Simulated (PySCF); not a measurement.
C₄H₅ (SMILES C=C1[CH]C1), doublet, at a GFN2-xTB geometry. Base run: B3LYP/def2-SV(P) run with PySCF.

Input for PySCF:
```python
from pyscf import gto, scf, dft

mol = gto.Mole()
mol.atom = '''
    C    -0.00487805   -0.07714410    0.26394931
    C     0.19855614   -0.71836459   -0.91636831
    C    -0.06383047    0.73604089   -0.99191477
    C    -0.10307189   -0.06938417    1.60220965
    H     0.40079764   -1.59828163   -1.47223199
    H     0.74883323    1.41662743   -1.23105220
    H    -1.02322444    1.09027825   -1.35918325
    H     0.02216024   -0.97349051    2.17299880
    H    -0.30922107    0.83797828    2.14221335
'''
mol.basis = 'def2-sv(p)'
mol.spin = 1
mol.verbose = 4
mol.symmetry = True
mol.build()

mf = dft.UKS(mol)
mf.xc = 'b3lyp'
mf.kernel()
mf.analyze()
```

The base run was repeated with changes; each row names its change, and settings that it needs were set with it.

```csv
change,ΔE vs base (mEh),point group used,SCF cycles,outcome
base,0.000,Cs,12,converged
symmetry = off,0.000,C1,12,converged
"irrep_nelec = A':(13, 12) A":(2, 2)",-,-,50,not converged
"irrep_nelec = A':(11, 12) A":(4, 2)",284.2,Cs,14,converged
```

Open shells are given as the SCF converged; they aren't shown to be the lowest states, and a large step between rows can be another state.
